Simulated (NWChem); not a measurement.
## Correlation energy of HGa

```
Ga
H 1 1.6914
```
Charge 0, spin multiplicity 1.

The numbers come from NWChem runs, not from measurements. The geometry was optimised at B3LYP/def2-SVP, a minimum by its harmonic frequencies.

Basis set: def2-QZVP. Each correlation energy counts from its own Hartree-Fock reference.

The Hamiltonian is non-relativistic. The correlated methods keep 9 core orbitals frozen. The structure started from a generated list of species. Coupled-cluster values serve here as a point of comparison, not as the truth.

Question: Order these methods by the correlation energy they give, lowest first: MP2, SCS-MP2, CR-CCSD[T], CR-CCSD(T).

Answer: CR-CCSD[T] (-269.3 mHa), CR-CCSD(T) (-268.0 mHa), MP2 (-258.9 mHa), SCS-MP2 (-246.1 mHa)
